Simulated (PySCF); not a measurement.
## Exercise with solution: dipole moment from atomic charges

BrGeH₃O, SMILES [OH][GeH2][Br]. Atoms are numbered in the order given.

```xyz
6

Ge     0.2920    -0.9344    -0.0031
O      1.9751    -0.6962    -0.4871
Br    -0.7846     1.1112     0.1032
H     -0.3348    -1.7630    -1.1232
H      0.1888    -1.5438     1.4037
H      2.4648    -0.1145     0.1051
```
Charge 0, spin multiplicity 1.

Coordinates come from a PBE0-D3(BJ)/def2-SVP optimisation. Other conformers were not sampled.

Charges (e) from HF/def2-TZVPD (PySCF):

| atom | ESP fit | IAO |
|---|---|---|
| Ge1 | 0.455 | 1.074 |
| O2 | -0.619 | -0.832 |
| Br3 | -0.215 | -0.327 |
| H4 | 0.011 | -0.133 |
| H5 | -0.037 | -0.151 |
| H6 | 0.405 | 0.369 |

The dipole moment of the full density is 1.67 D.

Problem. What dipole moment does each set of point charges give, and which comes closer to that of the density?

Solution. 
μ = Σ q r, and 1 e Å = 4.8032 D.
ESP fit: Σ q r = (0.067, -0.242, 0.256) e Å, |μ| = 1.72 D.
IAO: Σ q r = (-0.148, -0.362, 0.344) e Å, |μ| = 2.50 D.
ESP fit comes closer in size. Point charges leave out the atoms' own dipoles (lone pairs, polarised bonds); fits to the potential absorb them, partitions of the density don't.
